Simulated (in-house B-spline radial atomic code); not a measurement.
Relativistic effects in Sb IV (Sb3+), [Kr] 4d10 5s2: non-relativistic Hartree-Fock (point nucleus) against Dirac-Hartree-Fock (Fermi nucleus of rms radius 4.6802 fm), both averages of the configuration, computed with a radial B-spline atomic code at the basis-set limit.

```json
{"orbital": "1s1/2", "ε NR (Eh)": "-1086.7", "ε Dirac (Eh)": "-1128.1", "<r> NR (bohr)": "0.02982", "<r> Dirac (bohr)": "0.02841", "change of <r> (%)": "-4.7"}
{"orbital": "2s1/2", "ε NR (Eh)": "-165.85", "ε Dirac (Eh)": "-176.05", "<r> NR (bohr)": "0.1285", "<r> Dirac (bohr)": "0.122", "change of <r> (%)": "-5.0"}
{"orbital": "2p1/2", "ε NR (Eh)": "-155.09", "ε Dirac (Eh)": "-164.28", "<r> NR (bohr)": "0.1097", "<r> Dirac (bohr)": "0.1034", "change of <r> (%)": "-5.8"}
{"orbital": "2p3/2", "ε NR (Eh)": "-155.09", "ε Dirac (Eh)": "-154.99", "<r> NR (bohr)": "0.1097", "<r> Dirac (bohr)": "0.1088", "change of <r> (%)": "-0.9"}
{"orbital": "3s1/2", "ε NR (Eh)": "-34.723", "ε Dirac (Eh)": "-36.889", "<r> NR (bohr)": "0.342", "<r> Dirac (bohr)": "0.3285", "change of <r> (%)": "-3.9"}
{"orbital": "3p1/2", "ε NR (Eh)": "-30.191", "ε Dirac (Eh)": "-32.036", "<r> NR (bohr)": "0.3333", "<r> Dirac (bohr)": "0.3197", "change of <r> (%)": "-4.1"}
{"orbital": "3p3/2", "ε NR (Eh)": "-30.191", "ε Dirac (Eh)": "-30.272", "<r> NR (bohr)": "0.3333", "<r> Dirac (bohr)": "0.3307", "change of <r> (%)": "-0.8"}
{"orbital": "3d3/2", "ε NR (Eh)": "-21.885", "ε Dirac (Eh)": "?", "<r> NR (bohr)": "0.3045", "<r> Dirac (bohr)": "?", "change of <r> (%)": "?"}
{"orbital": "3d5/2", "ε NR (Eh)": "-21.885", "ε Dirac (Eh)": "-21.448", "<r> NR (bohr)": "0.3045", "<r> Dirac (bohr)": "0.3058", "change of <r> (%)": "+0.4"}
{"orbital": "4s1/2", "ε NR (Eh)": "-7.142", "ε Dirac (Eh)": "-7.5673", "<r> NR (bohr)": "0.8209", "<r> Dirac (bohr)": "0.7928", "change of <r> (%)": "-3.4"}
{"orbital": "4p1/2", "ε NR (Eh)": "-5.5189", "ε Dirac (Eh)": "-5.8425", "<r> NR (bohr)": "0.867", "<r> Dirac (bohr)": "0.8366", "change of <r> (%)": "-3.5"}
{"orbital": "4p3/2", "ε NR (Eh)": "-5.5189", "ε Dirac (Eh)": "-5.5134", "<r> NR (bohr)": "0.867", "<r> Dirac (bohr)": "0.8633", "change of <r> (%)": "-0.4"}
{"orbital": "4d3/2", "ε NR (Eh)": "-2.7609", "ε Dirac (Eh)": "-2.7268", "<r> NR (bohr)": "1.008", "<r> Dirac (bohr)": "1.007", "change of <r> (%)": "0.0"}
{"orbital": "4d5/2", "ε NR (Eh)": "-2.7609", "ε Dirac (Eh)": "?", "<r> NR (bohr)": "1.008", "<r> Dirac (bohr)": "?", "change of <r> (%)": "?"}
{"orbital": "5s1/2", "ε NR (Eh)": "-1.4828", "ε Dirac (Eh)": "-1.5396", "<r> NR (bohr)": "2.144", "<r> Dirac (bohr)": "2.071", "change of <r> (%)": "-3.4"}
```

**Question.** What happens to 4d5/2?

**Answer.** Its energy goes to -2.6773 hartree and <r> to 1.02 bohr (+1.22 %).

**Question.** What happens to 3d3/2?

**Answer.** Its energy goes to -21.81 hartree and <r> to 0.3023 bohr (-0.73 %).

**Question.** What explains the pattern of contraction and expansion?

**Answer.** Expansion is seen in 3d5/2, 4d5/2. The s and p1/2 orbitals contract directly, screen the nucleus better, and so push out orbitals that have little density near the nucleus; spin-orbit coupling adds to this for j = l + 1/2 and opposes it for j = l - 1/2.

**Question.** By how much does the total energy change?

**Answer.** By -167.09 hartree, from -6311.700 to -6478.790.
